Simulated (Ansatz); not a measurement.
CH4F3NZr (`C[NH][Zr]([F])([F])[F]`), relaxed with RKS PBE0-D4/def2-TZVP in Ansatz from a GFN2-xTB geometry. The force threshold is 0.005 eV/Å; the program also tests the step.

The species carries charge 0 and has multiplicity 1. Zr: def2 effective core potential.

Start:

```xyz
10

C     0.821    1.010   -0.375
N     0.462    0.211    0.811
Zr   -1.083   -0.933    0.256
F    -2.448    0.218   -0.285
F    -1.390   -2.057    1.703
F    -0.391   -1.851   -1.208
H     1.580    1.762   -0.115
H     1.223    0.385   -1.201
H    -0.083    1.545   -0.717
H     1.310   -0.291    1.131
```

Question: By how much does the energy fall, and how many steps does the optimiser take? (An estimate is asked.)

Answer: Computed: 10.09 kcal/mol, in 17 steps, 1 of them rejected.

Question: Which bonds change most? (Best estimate.)

Answer: Ansatz gave: Zr3–F6 from 1.862 to 1.912 Å; Zr3–F5 from 1.858 to 1.906 Å; Zr3–F4 from 1.866 to 1.912 Å; N2–H10 from 1.036 to 1.012 Å.

Question: Give the relaxed structure. (Best estimate.)

Answer: Computed: 
```xyz
10

C     1.005    1.051   -0.443
N     0.543    0.036    0.485
Zr   -1.145   -1.031    0.279
F    -2.605    0.197    0.161
F    -1.274   -2.207    1.773
F    -1.063   -1.951   -1.394
H     1.089    2.035    0.031
H     1.975    0.795   -0.884
H     0.297    1.158   -1.272
H     1.178   -0.083    1.265
```
